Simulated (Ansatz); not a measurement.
Z-matrix (Å, degrees):
```
Zr
F 1 1.8851
H 1 1.8593 2 107.81
H 1 1.8595 3 111.01 2 118.02
H 1 1.8596 3 111.00 2 -118.06
```
Charge 0, multiplicity 1.

All values below come from frozen-core CCSD(T)/def2-TZVPP // BP86-D3(BJ)/def2-SVP in Ansatz (a quantum-chemistry and plane-wave program).

- HF energy = -147.79551 Ha
- MP2 correlation energy = -0.60270 Ha

### Question
Estimate the CCSD correlation energy, the (T) correction, the total energy and the T1 diagnostic.

### Answer

```
Quantity                        Result
-----------------------  -------------
CCSD correlation energy    -0.62339 Ha
(T) correction             -0.02111 Ha
CCSD(T) total energy     -148.44001 Ha
T1 diagnostic                    0.019
```
